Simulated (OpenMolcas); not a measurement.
Re IV: effect of the level shift or regulariser

- Program: OpenMolcas 26.06
- Basis: ANO-RCC-VQZP [9s8p6d4f3g2h]
- Scalar Hamiltonian: DKH2, point nucleus
- Active space: 4 electrons in 5 orbitals (5d)
- State averaging: 2S+1 = 5 even, 5 roots; 2S+1 = 3 even, 45 roots; 2S+1 = 1 even, 50 roots
- Spin-orbit coupling: RASSI with atomic mean-field integrals over the reference wave functions, term energies averaged over their components

Methods on the same reference wave functions:
A. CASSCF
B. MS-CASPT2, IPEA 0.25 Eh, imaginary shift 0.1 Eh (closed shells correlated: 5s 5p)
C. MS-CASPT2, IPEA 0.25 Eh, real shift 0.2 Eh (closed shells correlated: 5s 5p)

Energies in cm⁻¹ above 5d⁴ ⁵D₀, the measured ground level; measured values from the list in Brasseur, Gamrath and Quinet, At. Data Nucl. Data Tables 157, 101636 (2024).

```
            Level      A      B      C  Measured
   5d⁴ ⁵D₀ [67 %]    0.0    0.0    0.0       0.0
          5d⁴ ⁵D₁   2534   3260   3240      3084
          5d⁴ ⁵D₂   5265   6290   6250      5979
          5d⁴ ⁵D₃   7772   8730   8690      8350
          5d⁴ ⁵D₄   9945  10530  10500     10121
5d⁴ ³P₀(1) [56 %]  17838  15450  15520          
   5d⁴ ³H₄ [58 %]  19257  17770  17750     16946
   5d⁴ ³G₃ [60 %]  23304  21010  21020     19817
          5d⁴ ³H₅  23307  21890  21870     20930
       5d⁴ ³P₁(1)  23934  20710  20850     19340
5d⁴ ³F₂(1) [70 %]  24397  21280  21350     19851
          5d⁴ ³H₆  25276  23810  23790     22896
5d⁴ ³P₂(1) [58 %]  29715  25950  26090          
5d⁴ ³F₃(1) [55 %]  30930  28090  28120          
   5d⁴ ³D₃ [58 %]  33316  29960  29980     28526
          5d⁴ ³G₅  33497  31530  31520     30052
          5d⁴ ¹I₆  35702  33570  33540     32396
          5d⁴ ³D₁  36810  33380  33400     31543
5d⁴ ¹G₄(1) [51 %]  40916  38010  38010          
       5d⁴ ¹S₀(1)  42324  38270  38340     36484
   5d⁴ ¹F₃ [68 %]  46065  40440  40550     38458
       5d⁴ ³P₂(2)  50734  44330  44380          
5d⁴ ³F₄(2) [65 %]  52340  46850  46870     44726
5d⁴ ³F₂(2) [72 %]  54291  48530  48560
```

Deviations, from unrounded energies. A percentage is the sum of absolute deviations over the sum of measured energies, with the sign that they share, or ± where signs differ.

```json
{"Against measurement": "mean absolute deviation (cm-1)", "Levels": "17", "A": "3500", "B": "1200", "C": "1200"}
{"Against measurement": "fine structure of the ground term (%)", "Levels": "4", "A": "-7.3", "B": "+4.6", "C": "+4.2"}
{"Against measurement": "other terms of the ground configuration (%)", "Levels": "13", "A": "+15.9", "B": "+5.1", "C": "+5.2"}
```

B, C lie about equally close to measurement and A furthest from it. The largest miss of B in the table is 5d⁴ ³F₄(2) [65 %], by +2100 cm-1. The ranking rests on the paired levels alone, and a cruder setting can come out closer through cancelling errors.

Between B and C the level of the table that moves most is 5d⁴ ³P₂(1) [58 %], by 150 cm-1 (lowest in B, highest in C). Moves below CASPT2's spread within the term are not significant.

The mean deviations of B to C differ by less than CASPT2's widest spread within a term (1000 cm-1), so their order carries little weight.

From A to B the spin-free energies of the other terms of 5d⁴ shown, above ⁵D, scale by factors of 0.73 to 0.85, as is usual when dynamic correlation screens the repulsion within a d or f shell.

The lowest spin-free term lies below A's lowest term by 0.308 hartree in B, 0.307 hartree in C.

CASPT2 does not keep the components of a term degenerate, so their means are used; among the terms shown or strongly mixed into the levels shown the widest spread is 1000 cm-1 (5d⁴ ¹I, B). Without dynamic correlation excited terms often stand tens of per cent too high (terms of higher spin than the ground term too low), and those without a measured partner can miss by more than the paired ones (holds for A). Some levels mix across a computed gap that differs much from the measured one, so their mixing is not that of the real levels (holds for A). The CASPT2 spread within a term exceeds the gap to the next term for 5d⁴ ³P(1) and 5d⁴ ³H, 5d⁴ ¹I and 5d⁴ ³D, so the order of their levels is uncertain (holds for B; C). Measured partners are found by configuration, term and J. A level has none where our copy of the source lacks it or the pairing is in doubt (some pairs that miss far off the trend of their configuration count as doubtful), and it then counts in no deviation. Only configurations of the active space appear. Levels that lie high or do not pair safely by name in every column are left out.

A share in square brackets marks a mixed level and gives the weight of the term that names it, the lowest over the columns. A number in round brackets counts repeated terms of one configuration in the order of the reference energies.
